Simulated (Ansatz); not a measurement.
`N[B]([GeH3])CF` + HCl → `NB(Cl)CF` + GeH₄  (cleavage of the B–Ge bond)

Calculated with Ansatz (gas phase, PBE0-D4/def2-TZVP geometries, no zero-point term in ΔE). CBS: MP2 limit from def2 TZ/QZ plus the TZ coupled-cluster correction, frozen cores. This one scheme is used for every species. Functionals use def2-TZVPP. B3LYP here is the variant with VWN-RPA as its local correlation; programs differ in this. For Ge outer-core shells are correlated without core-valence functions, which leaves a few kJ/mol of doubt a bond. Scalar relativity is left out up to krypton. Each species was taken in one conformer, which may not be the lowest.

(1) Is it downhill or uphill in electronic energy at CCSD(T)/CBS, and by how much? (Best estimate.)

(2) What do these levels give: PBE-D4, PBE0-D4, B3LYP-D4, B2PLYP, PBE0, B3LYP, SCS-MP2/def2-TZVPP, CCSD/def2-TZVPP, HF/def2-QZVPP, SCS-MP2/def2-QZVPP, HF/CBS(def2), CCSD/CBS(def2)? (Best estimate.)

Largest T1 diagnostic among the species: 0.012.

Answers

(1) Ansatz gave: Downhill: ΔE = -0.87 eV.

(2) Ansatz gave: PBE-D4 -0.87, PBE0-D4 -0.90, B3LYP-D4 -0.92, B2PLYP -0.95, PBE0 -0.92, B3LYP -0.95, SCS-MP2/def2-TZVPP -0.94, CCSD/def2-TZVPP -0.89, HF/def2-QZVPP -1.10, SCS-MP2/def2-QZVPP -0.94, HF/CBS(def2) -1.10, CCSD/CBS(def2) -0.88 eV.

The D4 term adds +0.03 eV with B3LYP and +0.02 eV with PBE0; it sums over pairs of atoms, weighted by their polarisabilities, and B3LYP, whose exchange is more repulsive, gets the larger term. In def2-TZVPP, CCSD(T) changes the Hartree–Fock value by +0.21 eV (the triples alone add +0.01 eV) and MP2 by +0.15 eV.
